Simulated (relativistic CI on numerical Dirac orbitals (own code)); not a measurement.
## Ca18+: computed level list

Calculated at this level of theory: Dirac-Coulomb-Breit CI, KLI orbitals optimised for each configuration, QED by a radiative potential, unscaled Slater integrals (own radial code, finite nucleus).

CI space: 1s2, 1s 2s, 1s 2p, 1s 3s, 1s 3p, 1s 3d, 1s 4s, 1s 4p, 1s 4d, 1s 4f, 1s 5s, 1s 5p, 1s 5d, 1s 5f, 1s 5g, 1s 6s, 1s 6p, 1s 6d. Levels of other configurations are missing.

| No. | Configuration | Term | J | E (eV) | % | Next component (%) |
| --- | --- | --- | --- | --- | --- | --- |
| 1 | 1s2 | 1S | 0 | 0.00 | 100 |  |
| 2 | 1s 2s | 3S | 1 | 3859.88 | 100 |  |
| 3 | 1s 2p | 3P° | 0 | 3881.11 | 100 |  |
| 4 | 1s 2p | 3P° | 1 | 3882.07 | 97 | 3 1P° |
| 5 | 1s 2s | 1S | 0 | 3883.02 | 100 |  |
| 6 | 1s 2p | 3P° | 2 | 3886.50 | 100 |  |
| 7 | 1s 2p | 1P° | 1 | 3901.55 | 97 | 3 3P° |
| 8 | 1s 3s | 3S | 1 | 4570.08 | 100 |  |
| 9 | 1s 3p | 3P° | 0 | 4575.94 | 100 |  |
| 10 | 1s 3p | 3P° | 1 | 4576.22 | 97 | 3 1P° |
| 11 | 1s 3s | 1S | 0 | 4576.27 | 100 |  |
| 12 | 1s 3p | 3P° | 2 | 4577.53 | 100 |  |
| 13 | 1s 3d | 3D | 2 | 4580.73 | 73 | 27 1D |
| 14 | 1s 3d | 3D | 1 | 4580.73 | 100 |  |
| 15 | 1s 3d | 3D | 3 | 4581.25 | 100 |  |
| 16 | 1s 3d | 1D | 2 | 4581.44 | 73 | 27 3D |
| 17 | 1s 3p | 1P° | 1 | 4581.70 | 97 | 3 3P° |
| 18 | 1s 4s | 3S | 1 | 4815.54 | 100 |  |
| 19 | 1s 4p | 3P° | 0 | 4817.95 | 100 |  |
| 20 | 1s 4p | 3P° | 1 | 4818.07 | 97 | 3 1P° |
| 21 | 1s 4s | 1S | 0 | 4818.09 | 100 |  |
| 22 | 1s 4p | 3P° | 2 | 4818.63 | 100 |  |
| 23 | 1s 4d | 3D | 1 | 4819.94 | 100 |  |
| 24 | 1s 4d | 3D | 2 | 4819.94 | 76 | 24 1D |
| 25 | 1s 4d | 3D | 3 | 4820.16 | 100 |  |
| 26 | 1s 4f | 3F° | 3 | 4820.23 | 57 | 43 1F° |
| 27 | 1s 4f | 3F° | 2 | 4820.25 | 100 |  |
| 28 | 1s 4d | 1D | 2 | 4820.26 | 76 | 24 3D |
| 29 | 1s 4p | 1P° | 1 | 4820.35 | 97 | 3 3P° |
| 30 | 1s 4f | 3F° | 4 | 4820.36 | 100 |  |
| 31 | 1s 4f | 1F° | 3 | 4820.37 | 57 | 43 3F° |
| 32 | 1s 5s | 3S | 1 | 4928.44 | 100 |  |
| 33 | 1s 5p | 3P° | 0 | 4929.66 | 100 |  |
| 34 | 1s 5p | 3P° | 1 | 4929.72 | 97 | 3 1P° |
| 35 | 1s 5s | 1S | 0 | 4929.74 | 100 |  |
| 36 | 1s 5p | 3P° | 2 | 4930.01 | 100 |  |
| 37 | 1s 5d | 3D | 1 | 4930.67 | 100 |  |
| 38 | 1s 5d | 3D | 2 | 4930.67 | 77 | 23 1D |
| 39 | 1s 5d | 3D | 3 | 4930.78 | 100 |  |
| 40 | 1s 5f | 3F° | 3 | 4930.82 | 57 | 43 1F° |
| 41 | 1s 5f | 3F° | 2 | 4930.83 | 100 |  |
| 42 | 1s 5d | 1D | 2 | 4930.84 | 77 | 23 3D |
| 43 | 1s 5p | 1P° | 1 | 4930.88 | 97 | 3 3P° |
| 44 | 1s 5f | 3F° | 4 | 4930.89 | 100 |  |
| 45 | 1s 5g | 3G | 4 | 4930.89 | 55 | 45 1G |
| 46 | 1s 5g | 3G | 3 | 4930.89 | 100 |  |
| 47 | 1s 5f | 1F° | 3 | 4930.89 | 57 | 43 3F° |
| 48 | 1s 5g | 3G | 5 | 4930.93 | 100 |  |
| 49 | 1s 5g | 1G | 4 | 4930.93 | 55 | 45 3G |
| 50 | 1s 6s | 3S | 1 | 4989.53 | 100 |  |
| 51 | 1s 6p | 3P° | 0 | 4990.23 | 100 |  |
| 52 | 1s 6p | 3P° | 1 | 4990.27 | 97 | 3 1P° |
| 53 | 1s 6s | 1S | 0 | 4990.28 | 100 |  |
| 54 | 1s 6p | 3P° | 2 | 4990.43 | 100 |  |
| 55 | 1s 6d | 3D | 1 | 4990.81 | 100 |  |
| 56 | 1s 6d | 3D | 2 | 4990.82 | 78 | 22 1D |
| 57 | 1s 6d | 3D | 3 | 4990.88 | 100 |  |
| 58 | 1s 6d | 1D | 2 | 4990.91 | 78 | 22 3D |
| 59 | 1s 6p | 1P° | 1 | 4990.94 | 97 | 3 3P° |

Energies count from the lowest computed level; ° marks odd parity.

The mean weight of the leading LS term, summed over parents, in these 59 levels is 92 %, and that of the leading jj configuration (from the same eigenvectors) 96 %.

At this charge energies of transitions that change n are usually good to better than 1 %, and those within a shell (Δn = 0) to a few per cent.

LS names give the leading component of a level, which can be under half, so a name can repeat, a term be missing and a line seem to break the LS rules.
